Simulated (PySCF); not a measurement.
BH4O2P.
Bonds: O1–B2, B2–O3, B2–P4. Hydrogens: H5 on O1; H6 on O3; H7, H8 on P4.

Method: core-valence-separated Tamm–Dancoff BHandHLYP/aug-pcX-1 (pcseg-1 on H, def2-SVPD on P) in PySCF, non-relativistic, gas phase, PBE0-D3(BJ)/def2-SVP geometry.

Computed oxygen K-edge spectrum, Gaussian lines of 0.3 eV full width, highest printed point 100; it ends one width below the last computed root. No shift to experiment was applied.

photon energy (eV), absorption and a bar:
```
    532.0          2 #
    532.1         13 ####
    532.2         43 #############
    532.3         83 #########################
    532.4        100 ##############################
    532.5         78 ########################
    532.6         55 #################
    532.7         61 ##################
    532.8         76 #######################
    532.9         80 ########################
    533.0         77 #######################
    533.1         55 ################
    533.2         24 #######
    533.3          6 ##
    533.4          1 
    533.5          0 
    533.6          0 
    533.7          0 
    533.8          0 
    533.9          0 
    534.0          3 #
    534.1         12 ####
    534.2         26 ########
    534.3         30 #########
    534.4         20 ######
    534.5         11 ###
    534.6         14 ####
    534.7         18 #####
    534.8         14 ####
    534.9          7 ##
    535.0          8 ##
    535.1         18 ######
    535.2         32 ##########
```

Problem. Where are the maxima, and which lines make them up?

Solution. 4 maxima:
- 532.4 eV: O1 (boron-bound oxygen), 532.45 eV, f = 0.020, 51 % of the height at the exact maximum; O3 (boron-bound oxygen), 532.33 eV, f = 0.020, 48 % of the height at the exact maximum
- 532.9 eV: O3 (boron-bound oxygen), 533.02 eV, f = 0.023, 54 % of the height at the exact maximum; O1 (boron-bound oxygen), 532.78 eV, f = 0.022, 46 % of the height at the exact maximum
- 534.3 eV: O1/O3 (boron-bound oxygen), 534.28 eV, f = 0.011, sum of 2, 100 % of the height at the exact maximum
- 534.7 eV: O1 (boron-bound oxygen), 534.71 eV, f = 0.006, 99 % of the height at the exact maximum

Further lines of some strength in the range: O1/O3, 535.18 eV, f = 0.005, sum of 2.

Roots within 0.03 eV on the same or equivalent atoms count as one line; shares under 12 % aren't listed.

Vibrational structure and lifetime widths aren't in the curve. The ionisation threshold wasn't computed; near and above it a finite basis only mimics Rydberg series and continuum.

The values belong to the conformer `[OH:1][B:2]([OH:3])[PH2:4]`: H–O1–B2–O3 -1°, H–O3–B2–O1 180°, H–P4–B2–O1 46°, H–P4–B2–O1 141°.
